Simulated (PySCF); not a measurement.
Computed IR spectrum (relative IR intensity) of a molecule C6H7, multiplicity 2. Geometry optimised at PBE-D3(BJ)/def2-SVP. The values are those of a single conformer. These are PBE-D3(BJ)/def2-SVP (PySCF 2.14.0) values and carry that method's errors. No scaling factor is applied to the harmonic values.

Lines under 2 % of the strongest are left out, and lines within 2 cm⁻¹ are merged.

| ν (cm⁻¹) | relative intensity |
|---|---|
| 262 | 9.2 |
| 445 | 16 |
| 511 | 11 |
| 531 | 8.9 |
| 663 | 61 |
| 676 | 41 |
| 719 | 33 |
| 840 | 2.3 |
| 914 | 21 |
| 930 | 8.2 |
| 978 | 7.3 |
| 1045 | 11 |
| 1122 | 17 |
| 1219 | 11 |
| 1283 | 15 |
| 1349 | 3.1 |
| 1379 | 13 |
| 1392 | 9.1 |
| 1574 | 8.0 |
| 2910 | 45 |
| 2928 | 100 |
| 3024 | 78 |
| 3095 | 7.9 |
| 3099 | 6.6 |
| 3116 | 32 |

Task: Pick the molecule that these values belong to.
A) [C]1=CCCC=C1
B) [CH]1C=CC=CC1
C) [C]1=CC=CCC1

Result: A, [C]1=CCCC=C1
